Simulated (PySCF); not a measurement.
CH₂O, SMILES [H]/[C-]=[O+]/[H].

Coordinates come from a ωB97X-D3(BJ)/def2-TZVPD optimisation.

Method: PySCF with SMD-ωB97X/def2-SVP.

Solvation free energies are E(SMD) − E(gas) at the gas-phase geometry, for 1 M in both phases. In vacuum the dipole moment is 1.71 D.

```csv
solvent,ΔG(solv) (kcal/mol),its non-electrostatic (CDS) part,dipole (D)
water,-3.5,5.2,2.10
methanol,-4.0,4.5,2.08
acetone,-3.7,2.3,1.99
```
